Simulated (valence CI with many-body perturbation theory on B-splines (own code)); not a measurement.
**E1 line list for I IV**

Computed by valence CI with perturbative core correlation (CI+MBPT): four valence electrons over a frozen Dirac-Fock core [Kr] 4d10, a basis of 11 s, 11 p, 10 d, 8 f, 5 g, 2 h functions for each j, with the one-electron correlation potential Σ1 (screened to all orders), the two-electron term Σ2, the three-electron term Σ3, Breit, model QED; selected single and double excitations, second order for the rest (own B-spline code, finite nucleus).

No measured levels were compared; by estimate levels hold to about 250 cm⁻¹ or 0.2 % of their energy and the worst to 1 %, as in measured heavy ions of charge 2 to 7; those with d or f electrons hold less well. Among the levels kept, up to 760 cm⁻¹ of a level comes from second order outside the variational space, and about a tenth of that is noise between levels of different J, which matters for small intervals.

Lines 101 to 150 of 541 in falling wavelength, among levels below 33.369 eV, chosen from the strongest by gf and those to the six lowest levels. Wavelengths and rates use the calculated energies, so an error of 200 cm⁻¹ moves a line at 636.5 nm by 1.3 % and its rate by three times that or more. Electric multipoles are in the length gauge, E1 and E2 with the static RPA response of the core. Weak lines are less certain than strong ones. Lines between different terms over intervals too small for the method are left out, as are lines whose strength nearly cancels. Where a level lies close to another of its J and parity, the split of strength between their lines is uncertain. The highest levels of a list are the least certain.

Names give the largest LS component (configuration and term), which can be under half, so a name can repeat, a term be missing and a line seem to break the LS rules; names also repeat where a configuration has a term twice. Letters in brackets count levels of one name in rising energy.

| λ vac (nm) | Upper | Lower | A (s⁻¹) | log gf | Branch % |
| --- | --- | --- | --- | --- | --- |
| 636.5 | 5s2 5p 7p 3D_3 | 5s2 5p 6d 3D°_3 | 3.58e+07 | 0.18 | 2.9 |
| 634.8 | 5s2 5p 5g 3F°_4 [b] | 5s2 5p 5f 3D_3 [b] | 4.89e+07 | 0.42 | 4.8 |
| 633.8 | 5s2 5p 7p 3D_3 | 5s2 5p 6d 3F°_4 | 4.05e+07 | 0.23 | 3.2 |
| 633.2 | 5s2 5p 5g 1H°_5 | 5s2 5p 5f 3G_4 [b] | 3.13e+07 | 0.32 | 3.1 |
| 631.8 | 5s2 5p 5f 3G_4 [b] | 5s2 5p 6d 3D°_3 | 4.78e+07 | 0.41 | 1.2 |
| 629.1 | 5s2 5p 5f 3G_4 [b] | 5s2 5p 6d 3F°_4 | 9.60e+06 | -0.29 | 0.2 |
| 628.7 | 5s 5p2 6s 5P_3 [a] | 5s2 5p 6d 3D°_2 | 2.00e+07 | -0.08 | 0.8 |
| 626.4 | 5s 5p2 5d 3D_3 [b] | 5s2 5p 7s 3P°_2 | 1.42e+07 | -0.23 | 0.2 |
| 625.3 | 5s2 5p 7p 1D_2 | 5s2 5p 6d 1D°_2 | 1.14e+07 | -0.48 | 1.1 |
| 615.8 | 5s2 5p 5g 1G°_4 | 5s2 5p 5f 1F_3 | 8.99e+07 | 0.66 | 8.8 |
| 614.9 | 5s2 5p 5g 3H°_5 | 5s2 5p 5f 3G_4 [a] | 9.27e+07 | 0.76 | 8.7 |
| 613.3 | 5s2 5p 5f 3G_5 | 5s2 5p 6d 3F°_4 | 8.56e+07 | 0.72 | 53.1 |
| 611.7 | 5s2 5p 5g 3F°_2 | 5s2 5p 5f 3D_2 | 1.70e+07 | -0.32 | 1.7 |
| 611.1 | 5s 5p2 6s 5P_3 [b] | 5s2 5p 6d 3D°_2 | 9.82e+06 | -0.41 | 0.2 |
| 610.0 | 5s2 5p 5f 3D_2 | 5s2 5p 6d 1D°_2 | 1.67e+07 | -0.33 | 0.9 |
| 605.6 | 5s2 5p 5g 3F°_4 [a] | 5s2 5p 5f 3D_3 [a] | 8.47e+07 | 0.62 | 8.1 |
| 599.2 | 5s2 5p 5g 3H°_4 | 5s2 5p 5f 3G_3 | 1.10e+08 | 0.73 | 9.9 |
| 595.9 | 5s 5p2 6s 3P_1 | 5s2 5p 7s 3P°_0 | 3.20e+07 | -0.29 | 2.0 |
| 595.4 | 5s2 5p 5g 3G°_3 [b] | 5s2 5p 5f 1F_3 | 8.87e+06 | -0.48 | 0.9 |
| 595.1 | 5s2 5p 5f 1D_2 | 5s2 5p 6d 3P°_2 | 3.88e+07 | 0.01 | 1.9 |
| 592.5 | 5s2 5p 7p 3P_2 | 5s2 5p 6d 3D°_3 | 2.02e+07 | -0.27 | 1.6 |
| 584.6 | 5s2 5p 5g 3G°_3 [a] | 5s 5p2 5d 3D_2 [a] | 2.36e+07 | -0.07 | 2.3 |
| 571.9 | 5s2 5p 7d 3P°_2 | 5s 5p2 6s 3P_1 | 5.02e+07 | 0.09 | 7.6 |
| 569.4 | 4f 5s 5p2 5G°_6 | 5s2 5p 5f 3G_5 | 6.62e+06 | -0.38 | 1.1 |
| 568.8 | 5s 5p2 6s 3P_1 | 5s2 5p 6d 3D°_2 | 4.58e+07 | -0.18 | 2.9 |
| 568.8 | 5s2 5p 5f 3F_2 | 5s2 5p 6d 3F°_2 | 1.67e+07 | -0.39 | 0.6 |
| 568.3 | 4f 5s 5p2 5G°_5 | 5s 5p2 5d 3F_4 [b] | 2.66e+07 | 0.15 | 3.5 |
| 559.8 | 5s 5p2 5d 1G_4 | 5s2 5p 6d 3F°_3 | 2.18e+07 | -0.03 | 0.9 |
| 548.6 | 5s 5p2 5d 3D_3 [b] | 5s2 5p 6d 3F°_4 | 1.07e+07 | -0.47 | 0.2 |
| 547.8 | 5s2 5p 5g 3G°_5 | 5s 5p2 5d 3F_4 [b] | 4.35e+07 | 0.33 | 5.0 |
| 546.4 | 5s2 5p 5g 3F°_4 [b] | 5s 5p2 5d 3D_3 [a] | 1.36e+07 | -0.26 | 1.3 |
| 541.0 | 5s2 5p 7d 3F°_2 | 5s2 5p 5f 3F_2 | 1.58e+07 | -0.46 | 2.9 |
| 540.5 | 5s2 5p 5g 3F°_4 [b] | 5s 5p2 5d 3F_4 [b] | 9.87e+06 | -0.41 | 1.0 |
| 522.6 | 5s2 5p 7d 3P°_2 | 5s2 5p 5f 3F_2 | 1.75e+07 | -0.44 | 2.6 |
| 516.9 | 5s2 5p 8s 3P°_0 | 5s 5p2 6s 3P_1 | 8.76e+07 | -0.45 | 5.2 |
| 516.7 | 5s2 5p 7d 3D°_1 | 5s2 5p 7p 3P_0 | 9.03e+07 | 0.04 | 9.8 |
| 516.0 | 5s2 5p 7d 3F°_3 | 5s2 5p 5f 3F_2 | 6.77e+07 | 0.28 | 10.0 |
| 499.4 | 5s 5p2 5d 3G_4 | 5s2 5p 6d 3F°_3 | 1.26e+07 | -0.37 | 0.3 |
| 489.6 | 5s2 5p 7d 3F°_2 | 5s2 5p 7p 3P_1 | 1.92e+07 | -0.46 | 3.5 |
| 483.6 | 5s2 5p 7d 3F°_3 | 5s2 5p 7p 3D_2 | 1.57e+08 | 0.59 | 23.2 |
| 483.4 | 5s2 5p 5g 3H°_6 | 5s 5p2 5d 3G_5 | 3.96e+07 | 0.26 | 3.7 |
| 481.4 | 5s2 5p 7d 3D°_1 | 5s2 5p 7p 3D_2 | 3.82e+07 | -0.40 | 4.2 |
| 475.9 | 5s2 5p 8s 3P°_1 | 5s2 5p 7p 3P_0 | 3.12e+07 | -0.50 | 1.6 |
| 474.6 | 5s2 5p 7d 3P°_2 | 5s2 5p 7p 3P_1 | 8.86e+07 | 0.17 | 13.4 |
| 473.2 | 5s2 5p 8s 3P°_1 | 5s2 5p 5f 3F_2 | 6.53e+07 | -0.18 | 3.3 |
| 472.0 | 5s2 5p 7d 3F°_2 | 5s2 5p 5f 3G_3 | 3.97e+07 | -0.18 | 7.2 |
| 470.5 | 4f 5s 5p2 5G°_2 | 5s2 5p 7p 3P_1 | 2.33e+07 | -0.41 | 3.7 |
| 465.6 | 5s2 5p 7d 3F°_2 | 5s2 5p 7p 3D_1 | 1.34e+08 | 0.34 | 24.4 |
| 462.8 | 5s2 5p 7d 3F°_3 | 5s2 5p 5f 3G_4 [a] | 3.61e+07 | -0.09 | 5.3 |
| 460.6 | 5s2 5p 7d 3P°_2 | 5s2 5p 5f 3D_3 [a] | 2.99e+07 | -0.32 | 4.5 |
